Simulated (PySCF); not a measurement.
The vertical singlet excitations below were computed for one of the candidates. Computed with TDDFT PBE0/def2-SVPD, vertical, gas phase, core orbitals frozen in the response in PySCF. Geometries: GFN2-xTB, one conformer each.

```json
{"state": "S1", "λ (nm)": "341.0", "f": "0.0002"}
{"state": "S2", "λ (nm)": "224.0", "f": "0.0014"}
{"state": "S3", "λ (nm)": "218.0", "f": "0.024"}
{"state": "S4", "λ (nm)": "200.7", "f": "0.0026"}
{"state": "S5", "λ (nm)": "197.9", "f": "0.167"}
{"state": "S6", "λ (nm)": "186.1", "f": "0.014"}
{"state": "S7", "λ (nm)": "177.7", "f": "0.0021"}
{"state": "S8", "λ (nm)": "170.6", "f": "0.077"}
```

Orbital energies (eV): HOMO-3 -10.29, HOMO-2 -9.39, HOMO-1 -9.24, HOMO -7.82, LUMO -2.27, LUMO+1 -0.84, LUMO+2 0.14.

**Question.** Which candidate is it?
A. `c1n[nH]c(c1C)F`
B. `C/N=C\[C@H](F)C#N`
C. `Cn1nccc1F`
D. `CP(C)(C)=N`
E. `C(C1=N[SiH2]C1)#N`

**Answer.** E. Its S1, at 3.64 eV, is the lowest among the candidates; the nearest of the others has S1 at 4.74 eV. S1 is HOMO→LUMO (99%). Löwdin shares by element: HOMO nitrogen 62% or more, carbon 21% or more, silicon 10%; LUMO nitrogen 48%, carbon 41% or more. At the same level the other candidates give, for their lowest levels:
- `CP(C)(C)=N`: 225 nm (f 0.040); 193 nm (f 0.005); 191 nm (f 0.040); 183 nm (f 0.022); 181 nm (f 0.002); T1 5.32 eV; HOMO -6.18, LUMO 0.40 eV
- `C/N=C\[C@H](F)C#N`: 262 nm (f 0.002); 213 nm (f 0.004); 179 nm (f 0.013); 173 nm (f 0.013); 169 nm (f 0.005); T1 3.92 eV; HOMO -7.77, LUMO -1.09 eV
- `Cc1cn[nH]c1F`: 195 nm (f 0.002); 188 nm (f 0.065); 180 nm (f 0.007); 177 nm (f 0.000); 174 nm (f 0.001); T1 4.63 eV; HOMO -6.98, LUMO 0.45 eV
- `Cn1nccc1F`: 188 nm (f 0.005); 183 nm (f 0.068); 178 nm (f 0.013); 177 nm (f 0.018); 174 nm (f 0.096); T1 4.76 eV; HOMO -7.17, LUMO 0.45 eV
Triplets come from the Tamm–Dancoff approximation.
